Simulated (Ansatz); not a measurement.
The Ge1–H3 bond of GeH4Se (SMILES [GeH3][SeH]) is stretched (multiplicity 1, the rest rigid).
Geometry at rest (charge 0, multiplicity 1):
```
atom    x (Å)    y (Å)    z (Å)
----  -------  -------  -------
Ge    -1.0910   0.3986   0.1388
Se     1.1127  -0.4468  -0.1569
H     -1.3102   1.6431  -0.7359
H     -2.0123  -0.7439  -0.3094
H     -1.3395   0.7445   1.6154
H      1.7428   0.7929   0.3247
```

Cores are frozen in the correlated methods. Filled d and f shells under p-block atoms count as core.

The values were computed with Ansatz (a first-principles code) with Gaussian orbitals. 

FIC-MRCISD+Q on CASSCF(2,2)/cc-pVTZ, total energies (hartree):

```tsv
R (Å)	CASSCF	MRCISD	weight c² of the reference
1.537	-4477.655746	-4477.934465	0.88620
2.689	-4477.564593	-4477.834627	0.88516
4.918	-4477.532437	-4477.799578	0.88556
```

**Question.** Add the Davidson correction (E_MRCISD − E_CASSCF)(1 − c²)/c² and give the energies above the first point at the three levels.

**Answer.** 
Corrections (hartree): -0.035793, -0.035035, -0.034523. Above the first point (kcal/mol):
- R = 2.689 Å: CASSCF 57.2, MRCISD 62.6, with the correction 63.1
- R = 4.918 Å: CASSCF 77.4, MRCISD 84.6, with the correction 85.4
